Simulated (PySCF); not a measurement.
From one molecule to another.

First species: C₈H₁₂O.
Cartesian coordinates in Å at the GFN2-xTB level; atoms count from 1:
```
atom  x, y, z in Å
C1    -3.4828   -1.3254    0.2557
C2    -2.5386   -0.4560   -0.0752
C3    -1.1596   -0.4936    0.4179
C4    -0.8504   -0.9295    1.6411
C5    -0.1058    0.0074   -0.4892
C6    -0.2459    0.0023   -1.8157
O7     0.9937    0.4350    0.1917
C8     2.1051    0.8979   -0.5441
C9     3.2029    1.2526    0.4469
H10   -4.4892   -1.2385   -0.1178
H11   -3.2842   -2.1634    0.9028
H12   -2.7680    0.3563   -0.7524
H13    0.1681   -0.9396    1.9861
H14   -1.6068   -1.2694    2.3267
H15   -1.1417   -0.3836   -2.2637
H16    0.5134    0.3509   -2.4909
H17    1.8237    1.7824   -1.1335
H18    2.4516    0.1167   -1.2354
H19    4.0762    1.6210   -0.0839
H20    2.8501    2.0192    1.1316
H21    3.4793    0.3742    1.0241
```

Second species: C7H14N2Si.
SMILES with atom numbers: `[CH3:1][CH2:2][c:3]1[c:4]([CH3:5])[n:6][n:7]([SiH3:8])[c:9]1[CH3:10]` (hydrogens: H11, H12, H13 on C1; H14, H15 on C2; H16, H17, H18 on C5; H19, H20, H21 on Si8; H22, H23, H24 on C10)

Levels: PBE0/pcSseg-1 for dipole moment, HOMO energy, LUMO energy and HOMO–LUMO gap; GFN2-xTB for rotational constant A and rotational constant C. Geometries: GFN2-xTB. Each structure is a single optimised conformer of the isolated species, non-relativistic unless stated. Electronic properties by PySCF.

Dipoles, sizes and rotational constants follow the conformer. The torsions of the flexible species, by atom-mapped SMILES:
- `[CH2:1]=[CH:2][C:3](=[CH2:4])[C:5](=[CH2:6])[O:7][CH2:8][CH3:9]`: C1–C2–C3–C4 -33°, C2–C3–C5–C6 -26°, C3–C5–O7–C8 178°, C5–O7–C8–C9 -178°
- `[CH3:1][CH2:2][c:3]1[c:4]([CH3:5])[n:6][n:7]([SiH3:8])[c:9]1[CH3:10]`: C1–C2–C3–C4 92°

Values for the first species:

- Dipole moment: 1.04 D
- HOMO energy: -6.41 eV
- LUMO energy: -0.99 eV
- HOMO–LUMO gap: 5.42 eV
- Rotational constant A: 4.075 GHz
- Rotational constant C: 0.705 GHz

Estimate the same properties for the second species, and the change in each.

| property | first | second | second less first |
| --- | --- | --- | --- |
| dipole moment | 1.04 D | 2.04 D | +1.00 D |
| HOMO energy | -6.41 eV | -6.48 eV | -0.07 eV |
| LUMO energy | -0.99 eV | 0.47 eV | +1.46 eV |
| HOMO–LUMO gap | 5.42 eV | 6.95 eV | +1.53 eV |
| rotational constant A | 4.075 GHz | 1.758 GHz | -2.317 GHz |
| rotational constant C | 0.705 GHz | 0.605 GHz | -0.100 GHz |

On the first: A dipole of 1.04 D is allowed in C1, and pure rotational transitions are dipole-allowed. The dipole equals about 3.5 × 10⁻³⁰ C·m (1 D = 3.33564 × 10⁻³⁰ C·m).

On the second: A dipole of 2.04 D is allowed in C1, and pure rotational transitions are dipole-allowed. In atomic units the dipole is 0.80 e·bohr (1 au = 2.5417 D).
